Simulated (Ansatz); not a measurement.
Molecule: heptafluoropropyl methyl ether, C4H3F7O, charge 0, multiplicity 1. SMILES: COC(F)(F)C(F)(F)C(F)(F)F
Structure (B3LYP-D3(BJ)/def2-TZVP (Ansatz, a first-principles code) minimum search):
```xyz
15

C      3.3144    -0.2729    -0.4886
O      2.0757    -0.4482     0.2282
C      0.9745     0.0314    -0.3587
F      0.7465    -0.5363    -1.5772
F      1.0499     1.3737    -0.5858
C     -0.2356    -0.2612     0.5753
F     -0.3187    -1.5937     0.7626
F     -0.0123     0.3350     1.7637
C     -1.6255     0.2240     0.0659
F     -1.6421     1.5476    -0.0994
F     -2.5495    -0.1013     0.9755
F     -1.9452    -0.3604    -1.0898
H      3.2733    -0.7868    -1.4479
H      4.0734    -0.7218     0.1438
H      3.5232     0.7863    -0.6314
```

Property: atomisation energy (electronic, to ground-state atoms), in eV. Correlated levels leave the core frozen unless marked. UHF or UKS for open shells. No spin-orbit coupling. Non-relativistic. The coupled-cluster limit lacks core correlation, which all-electron functionals hold. CBS(X,Y): correlation extrapolated as X^-3; Hartree-Fock from the larger set. The bracket is a focal-point correction in the basis named.

| level | program | atomisation energy (eV) | minus last row |
|---|---|---|---|
| HF/cc-pVQZ | Ansatz | 43.28 | -20.99 |
| PBE/def2-TZVPD | Ansatz | 66.96 | 2.69 |
| PBE-D3(BJ)/def2-TZVPD | Ansatz + dftd3 | 67.27 | 3.00 |
| B3LYP-D4/def2-TZVPD | Ansatz + dftd4 | 63.65 | -0.62 |
| r2SCANh-D4/def2-TZVPD | Ansatz + dftd4 | 63.93 | -0.34 |
| CAM-B3LYP/def2-TZVPD | Ansatz | 64.35 | 0.08 |
| LC-wPBE/def2-TZVPD | Ansatz | 64.83 | 0.56 |
| wB97M-V/def2-TZVPD | Ansatz | 64.50 | 0.23 |
| B2GP-PLYP-D4/def2-TZVPD | Ansatz + dftd4 | 63.34 | -0.93 |
| B2PLYP-D4/def2-TZVPD | Ansatz + dftd4 | 63.55 | -0.72 |
| MP2/STO-3G | Ansatz | 51.26 | -13.01 |
| MP2/aug-cc-pVDZ | Ansatz | 62.80 | -1.47 |
| CCSD/6-31G* | Ansatz | 59.31 | -4.96 |
| CCSD/cc-pVTZ | Ansatz | 60.91 | -3.36 |
| RI-MP2/CBS(cc-pVTZ,cc-pVQZ)+[CCSD(T)-MP2]/cc-pVTZ | Ansatz | 64.27 | 0.00 |
